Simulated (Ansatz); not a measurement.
Consider the redistribution: `[SH][Al]([Cl])[Cl]` + `[Cl][Ge]([Cl])([Cl])[I]` → `[Cl][Al]([Cl])[I]` + `[SH][Ge]([Cl])([Cl])[Cl]`.

Program: Ansatz. Geometries: PBE0-D4/def2-TZVP. ΔE: electronic, gas phase. CBS: MP2 limit from def2 TZ/QZ plus the TZ coupled-cluster correction, frozen cores. Functionals use def2-TZVPP. B3LYP here is the variant with VWN-RPA as its local correlation; programs differ in this. Elements past krypton have def2 core potentials. For Ge, I outer-core shells are correlated without core-valence functions, which leaves a few kJ/mol of doubt a bond. Scalar relativity is left out up to krypton. One conformer a species, not always the lowest.

| level | ΔE (kJ/mol) |
| --- | --- |
| r2SCANh-D4 | -5.1 |
| B3LYP | -2.7 |

(1) What does CCSD(T)/CBS give? (An estimate is asked.)

(2) What do rigid-rotor, harmonic-oscillator terms from PBE0-D4/def2-TZVP frequencies (298.15 K, 1 bar) make of the CCSD(T)/CBS value? (An estimate is asked.)

Largest T1 diagnostic among the species: 0.010.

Answers

(1) Computed: -6.2 kJ/mol. The listed levels differ from it by 1.1, 3.5 kJ/mol.

(2) Ansatz gave: ΔZPE = 0.0 kJ/mol, ΔH = -6.0 kJ/mol, ΔS = 8 J/(mol·K), ΔG = -8.4 kJ/mol.

At CCSD(T), def2-SVP lies −3.6 kJ/mol from the extrapolated value and def2-TZVPP −1.6 kJ/mol. From BLYP to BHLYP (50 % exact exchange), in def2-TZVPP and without D4, ΔE moves by −5.3 kJ/mol. Leaving LDA and LC-ωPBE aside and taking each functional with its dispersion term where it has one, the values, not all of them listed here, spread over 8.4 kJ/mol, from PBE-QIDH to BLYP-D4.
